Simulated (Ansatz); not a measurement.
Gas-phase reaction in SMILES: Cl[Si]Br -> [Si]Br + Cl atom (the Cl-Si bond at the site shown breaks; other sites are not compared here)
Each molecule is optimised on its own at B3LYP-D3(BJ)/def2-TZVP (Ansatz, a program for electronic structure). Unstable Hartree-Fock reference: Cl[Si]Br.

Quantity: bond dissociation energy (electronic energy difference), in kcal/mol. Valence correlation only, unless marked. UHF or UKS for open shells. No spin-orbit coupling. The frozen core is the preceding noble-gas configuration, with the filled d and f shells of earlier blocks. No relativistic terms. CBS marks a two-point X^-3 extrapolation of the correlation energy; Hartree-Fock from the larger set.

| level | program | bond dissociation energy (kcal/mol) |
|---|---|---|
| PBE0/def2-QZVPP | Ansatz | ___ |
| BHLYP-D3(BJ)/def2-TZVPD | Ansatz + dftd3 | 97.4 |
| r2SCANh-D4/def2-TZVPD | Ansatz + dftd4 | 102.5 |
| r2SCANh/def2-TZVPD | Ansatz | 102.2 |
| B2PLYP/def2-TZVPD | Ansatz | 100.5 |
| SCS-MP2/def2-TZVPP | Ansatz | 102.0 |
| SCS-MP2/def2-TZVPPD | Ansatz | 102.4 |
| CCSD(T)/CBS(def2-TZVPP,def2-QZVPP) | Ansatz | 104.4 |

Q: Some entries are withheld; supply them.

A: 
- PBE0/def2-QZVPP, bond dissociation energy (kcal/mol): 101.9
